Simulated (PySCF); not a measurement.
## TDDFT excited states: C2H2F6NP

Compound: C2H2F6NP.
SMILES: `FC(P(C(F)(F)F)N)(F)F`

Level of theory: TDDFT PBE0/def2-SVPD, vertical, gas phase, core orbitals frozen in the response (PySCF). One conformer (not necessarily the lowest) at the PBE0-D3(BJ)/def2-SVP geometry, without solvent, vibrations or thermal averaging. Torsions of this conformer, `[NH2:1][P:2]([C:3]([F:4])([F:5])[F:6])[C:7]([F:8])([F:9])[F:10]`: N1–P2–C3–F4 -41°, N1–P2–C7–F8 43°, H–N1–P2–C3 56°, H–N1–P2–C3 -145°.

**Question.** What does the calculation give for the low-lying excited states?

**Answer.** 

```
state  E (eV)  λ (nm)  ν̃ (cm⁻¹)       f  |μ| (D)   main configurations (H = HOMO, L = LUMO)
   S1    6.54   189.7      52720  0.0028     0.34                     H→L (50%), H-1→L (49%)
   S2    6.80   182.2      54870   0.044     1.30                     H-1→L (48%), H→L (46%)
   S3    7.39   167.7      59620   0.052     1.36                 H-1→L+1 (55%), H→L+1 (40%)
   S4    7.58   163.5      61170   0.098     1.85                 H→L+1 (50%), H-1→L+1 (38%)
   S5    8.09   153.3      65230   0.048     1.25                 H→L+2 (47%), H-1→L+2 (33%)
   S6    8.21   151.0      66240   0.015     0.71                 H-1→L+2 (48%), H→L+2 (38%)
   S7    8.62   143.8      69530   0.018     0.75     H→L+3 (42%), H-1→L+4 (24%), H→L+4 (8%)
   S8    8.68   142.8      70030   0.024     0.86    H→L+3 (36%), H-1→L+3 (30%), H→L+4 (15%)
   S9    8.85   140.0      71410   0.013     0.61  H-1→L+3 (45%), H-1→L+4 (23%), H→L+4 (15%)
  S10    9.02   137.5      72710   0.071     1.44                 H→L+4 (53%), H-1→L+4 (37%)
```

Triplets (Tamm–Dancoff): T1 5.52 eV, H→L (65%), H-1→L (23%); T2 5.75 eV, H→L+1 (71%), H-1→L+1 (23%); T3 6.09 eV, H-1→L (72%), H→L (25%); T4 6.65 eV, H-1→L+1 (73%), H→L+1 (24%).

The lowest singlet comes at 190 nm (631 kJ/mol) in the vacuum ultraviolet; it is very weak; its leading configuration is HOMO→LUMO (50%). The strongest level in the table is S4 at 7.58 eV (163 nm, f = 0.098). Löwdin shares by element: HOMO phosphorus 45%, nitrogen 22%, carbon 11% or more, fluorine 6% or more (atoms not listed hold the other 16%); LUMO phosphorus 36%, hydrogen 17%, nitrogen 15% (atoms not listed hold the other 33%). Weighted by f, the mean energy of these states is 7.97 eV. Of the 10 states listed, 9 reach f = 0.01 and none stays under 0.0005. The oscillator strengths of these states sum to 0.386; summed over the whole spectrum of an exact calculation they would give the number of electrons, 90 (Thomas–Reiche–Kuhn). All these states lie below the vertical ionisation energy of 10.59 eV (ΔSCF). Only the lowest 10 singlets were computed, as vertical energies without vibronic structure.

Hardware: an Arm Neoverse V1 with one thread, no GPU, shared host. Cost: 2.9 min of wall time, 1.2 GiB resident at most.
